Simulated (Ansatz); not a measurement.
Two isomers of C2H9OPSi: A = `COC[SiH2]P`, B = `CC[SiH](O)P`.

Isolated molecules relaxed with PBE0-D4/def2-TZVP in Ansatz; ΔE leaves out vibrations. CCSD(T)/CBS is the MP2 limit (def2-TZVPP, def2-QZVPP) plus CCSD(T) − MP2 in def2-TZVPP, frozen cores. Functionals use def2-TZVPP. B3LYP here is the variant with VWN-RPA as its local correlation; programs differ in this. Each species was taken in one conformer, which may not be the lowest.

(1) Which isomer does CCSD(T)/CBS put lower? Give the gap. (Estimate.)

(2) Give E(B) − E(A) in kJ/mol with CCSD(T)/def2-TZVPP, CCSD/def2-TZVPP, MP2/def2-TZVPP, B2PLYP, ωB97M-V, B3LYP-D4, PBE-D4. (Best estimate.)

Largest T1 diagnostic: 0.012.

Answers

(1) Computed: B, by 235.3 kJ/mol.

(2) Computed: CCSD(T)/def2-TZVPP -229.4, CCSD/def2-TZVPP -229.4, MP2/def2-TZVPP -242.5, B2PLYP -226.9, ωB97M-V -230.0, B3LYP-D4 -223.3, PBE-D4 -218.4. None reverses the order clearly.

From PBE to PBE0 (25 % exact exchange), in def2-TZVPP and without D4, E(B) − E(A) moves by −7.1 kJ/mol. The D4 term adds −5.7 kJ/mol with B3LYP and −3.2 kJ/mol with PBE0; it sums over pairs of atoms, weighted by their polarisabilities, and B3LYP, whose exchange is more repulsive, gets the larger term.
